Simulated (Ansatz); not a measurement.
Geometry optimisation of FeCo2.

```yaml
crystal:
  periodic: [false, false, false]
  atoms:
    - {symbol: Fe, position_ang: [-0.286598, 0.887210, -0.878771]}
    - {symbol: Co, position_ang: [0.315458, 0.500002, 1.335907]}
    - {symbol: Co, position_ang: [-0.028860, -1.387212, -0.457136]}
basis:
  gaussian: {orbitals: def2-TZVP}
magnetization: {spin_polarized: true, initial_magnetization: 2}
hamiltonian: {xc: pbe0, dispersion: d4}
scf: {lower_state_search: "off"}
output: {orbitals: {seedname: orbitals}}
relax: {f_tol: 0.02, max_steps: 100}
```

```sh
$ ansatz run in.yaml --threads 4 --pin off --events-out ev --progress --plain --max-ram 3916MiB
```

Shortened log:

```
Functional definition: PBE0
mean field -109620.37652572 eV, -4028.4745339601 hartree, gradient 2.1e-6 eV, S^2 5.411214; 0 other end points of the search recorded, 0 dependent functions left out
WARN: the results are in doubt because the forces break the atoms' symmetry
relax step   1: F+E_penalty+E_count = -109620.44425852 eV  Δ(F+E_penalty+E_count) = +0.000e0 eV  max|allowed force component| = 1.285e0 eV/Å  Δτ_max = 0.0000 Å  (281 SCF iters, accepted)
mean field -109620.55009856 eV, -4028.4809126446 hartree, gradient 2.1e-6 eV, S^2 5.378196; 0 other end points of the search recorded, 0 dependent functions left out
relax step   2: F+E_penalty+E_count = -109620.61786980 eV  Δ(F+E_penalty+E_count) = -1.736e-1 eV  max|allowed force component| = 6.708e-1 eV/Å  Δτ_max = 0.0865 Å  (70 SCF iters, accepted)
mean field -109620.55981748 eV, -4028.4812698081 hartree, gradient 2.4e-6 eV, S^2 5.262933; 0 other end points of the search recorded, 0 dependent functions left out
relax step   3: F+E_penalty+E_count = -109620.62725208 eV  Δ(F+E_penalty+E_count) = -9.382e-3 eV  max|allowed force component| = 5.625e-1 eV/Å  Δτ_max = 0.1998 Å  (82 SCF iters, accepted)
mean field -109620.60627641 eV, -4028.4829771426 hartree, gradient 2.0e-6 eV, S^2 5.375689; 0 other end points of the search recorded, 0 dependent functions left out
relax step   4: F+E_penalty+E_count = -109620.67397221 eV  Δ(F+E_penalty+E_count) = -4.672e-2 eV  max|allowed force component| = 2.392e-1 eV/Å  Δτ_max = 0.1626 Å  (81 SCF iters, accepted)
mean field -109620.61854682 eV, -4028.4834280717 hartree, gradient 2.0e-6 eV, S^2 5.327805; 0 other end points of the search recorded, 0 dependent functions left out
relax step   5: F+E_penalty+E_count = -109620.68620199 eV  Δ(F+E_penalty+E_count) = -1.223e-2 eV  max|allowed force component| = 4.672e-2 eV/Å  Δτ_max = 0.0493 Å  (71 SCF iters, accepted)
mean field -109620.61898852 eV, -4028.4834443038 hartree, gradient 3.2e-6 eV, S^2 5.331553; 0 other end points of the search recorded, 0 dependent functions left out
relax step   6: F+E_penalty+E_count = -109620.68664150 eV  Δ(F+E_penalty+E_count) = -4.395e-4 eV  max|allowed force component| = 1.076e-2 eV/Å  Δτ_max = 0.0082 Å  (69 SCF iters, accepted)
Total energy: -109620.68666851 eV, -4028.4859314975 hartree
Atom 0 at    -0.335752     0.978767    -1.044618 Å, force     0.001299    -0.000990     0.004741 eV/Å
Atom 1 at     0.334589     0.344643     1.370566 Å, force    -0.002505    -0.004562    -0.010757 eV/Å
Atom 2 at     0.001162    -1.323410    -0.325948 Å, force     0.001206     0.005552     0.006016 eV/Å
Dipole moment:     0.006028    -0.023980     0.017154 e Å
Checks for a lower state left out: stability, starts, cluster_reference, orbital_swaps, neighbouring_geometries, increment
```

Run time 36 s (4 threads of Intel Xeon Platinum 8488C on a shared host), peak host memory 0.66 GiB.

The charge 0 triplet is spin-contaminated (final ⟨S²⟩ up to 5.33, 2.00 for a pure state). The relaxation made no stability test and no search for a lower SCF solution. The order of the spin states hangs on the level: the septet lies 0.52 eV below the triplet at PBE0-D4/def2-TZVP, but 0.19 eV above it at PBE0-D4/def2-TZVP. The triplet is doubtful at PBE0-D4/def2-TZVP (⟨S²⟩ 5.31, where a pure state has 2.00). The septet is doubtful at PBE0-D4/def2-TZVP (⟨S²⟩ 13.93, where a pure state has 12.00). Another isomer (septet) lies 0.11 eV lower at PBE0-D4/def2-TZVP.
